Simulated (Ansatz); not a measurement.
CH7ClO5W, SMILES `C[O][W]([OH])([OH])([OH])([OH])[Cl]`, one more setting.

```yaml
crystal:
  periodic: [false, false, false]
  atoms:
    - {symbol: C, position_ang: [-1.088477, -2.075947, 0.358579]}
    - {symbol: O, position_ang: [-0.903066, -0.835601, -0.252319]}
    - {symbol: W, position_ang: [0.200301, 0.653439, -0.145267]}
    - {symbol: O, position_ang: [0.805730, 0.883435, -1.931865]}
    - {symbol: O, position_ang: [-1.248733, 1.786803, -0.516111]}
    - {symbol: O, position_ang: [1.358443, 2.065240, 0.422304]}
    - {symbol: O, position_ang: [0.097011, 0.424949, 1.730552]}
    - {symbol: Cl, position_ang: [2.025998, -0.944239, -0.128587]}
    - {symbol: H, position_ang: [-1.134338, -1.938329, 1.443459]}
    - {symbol: H, position_ang: [-2.016717, -2.524100, -0.001407]}
    - {symbol: H, position_ang: [-0.239605, -2.722616, 0.116876]}
    - {symbol: H, position_ang: [1.595912, 0.412436, -2.212741]}
    - {symbol: H, position_ang: [-2.079651, 1.478770, -0.886732]}
    - {symbol: H, position_ang: [1.857084, 2.498513, -0.276939]}
    - {symbol: H, position_ang: [0.770108, 0.837238, 2.280197]}
basis:
  gaussian: {orbitals: ANO-RCC-VTZP, point_charges: [{charge: -1.00, position_ang: [6.760, -0.603, 0.419]}]}
hamiltonian: {xc: {name: B2GP-PLYP}}
scf: {lower_state_search: light}
```

```sh
$ ansatz run in.yaml --threads 2 --pin off --events-out ev --progress --plain --max-ram 32768MiB --backend cuda --devices 0, --max-vram 18GiB
```

Output, abridged:

```
Functional definition: B2GP-PLYP
2792 factors; integrals over basis functions are off by at most 1.1e-3 eV
mean field evaluation 1: about -463200.7408 eV, gradient 1.1e2 eV
mean field evaluation 2: about -463200.9551 eV, gradient 1.1e2 eV
mean field evaluation 4: about -463218.1993 eV, gradient 3.1e1 eV
mean field evaluation 8: about -463219.2382 eV, gradient 6.3e-1 eV
mean field evaluation 16: about -463219.2629 eV, gradient 2.7e-3 eV
mean field -463219.26292676 eV, -17022.9939312649 hartree, gradient 3.9e-6 eV, S^2 0.000000; 0 other end points of the search recorded, 0 dependent functions left out
34 core orbitals not correlated: weight in the atoms' cores, before any rotation towards them, 1.000 or more for the frozen orbitals, at most 0.000 for the correlated occupied ones
reference -463219.26312103 eV, -17022.9939384041 hartree; 38, 38 occupied and 344, 344 virtual orbitals, 2792 factors
second order -94.25738835 eV of doubles, -0.00000000 eV of singles
Total energy: -463253.19578083 eV, -17024.2409406516 hartree
Relativity: scalar
```

Run time 44 s (2 threads of an AMD EPYC 7R13 on a shared host and a share of an NVIDIA H100 80 GB); peak host memory 3 GiB.
